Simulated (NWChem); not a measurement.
AlAsH₄O; SMILES [OH][AlH][AsH2]

```xyz
7

Al    -0.5632    -1.2089     0.0127
As     0.0890     1.1246     0.0473
H     -1.0072     1.4637    -0.9609
H      1.1249     0.8697    -1.0433
H     -2.0698    -1.7166     0.0669
O      0.7145    -2.3397     0.0191
H      0.6223    -3.2934     0.0579
```
Atoms are numbered in this order, from 1.

Results from NWChem. Coordinates come from a PBE0/def2-SVP optimisation. Ions are spin-unrestricted doublets at the neutral geometry; other ion states weren't tried.

Order these by “−ε(HOMO) (eV)”, lowest first: BHandHLYP/def2-TZVP; B3LYP/def2-TZVP; PBE/def2-TZVP.

PBE/def2-TZVP (6.13), B3LYP/def2-TZVP (6.96), BHandHLYP/def2-TZVP (8.07)
